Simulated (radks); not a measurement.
Question: The mean radii <r> (bohr) of the occupied orbitals of an atom or ion are listed with their occupations. Method: non-relativistic Kohn-Sham, LDA (Slater exchange, Perdew-Wang correlation), spin-polarised, spherical densities, point nucleus; computed with a radial shooting solver on a logarithmic mesh with Libxc functionals.

| orbital | occ. | <r> |
|---|---|---|
| 1s up | 1 | 0.04023 |
| 1s down | 1 | 0.04023 |
| 2s up | 1 | 0.1772 |
| 2s down | 1 | 0.1772 |
| 2p up | 3 | 0.1524 |
| 2p down | 3 | 0.1524 |
| 3s up | 1 | 0.5045 |
| 3s down | 1 | 0.5045 |
| 3p up | 3 | 0.5041 |
| 3p down | 3 | 0.5041 |
| 3d up | 5 | 0.4971 |
| 3d down | 5 | 0.4971 |
| 4s up | 1 | 1.382 |
| 4s down | 1 | 1.380 |
| 4p up | 3 | 1.572 |
| 4p down | 3 | 1.565 |
| 5s up | 1 | 3.883 |

Name the element and its charge. Open shells, if any, are filled with parallel spins first.

Answer: Z = 38, strontium, charge +1: Sr+ in [Kr] 5s1. The 1s radius gives Z: for a bare nucleus <r> = 1.5/Z, 0.03947 bohr for Z = 38, and screening makes it slightly larger (0.04023 here). The occupations add up to 37, and the charge is Z minus that.
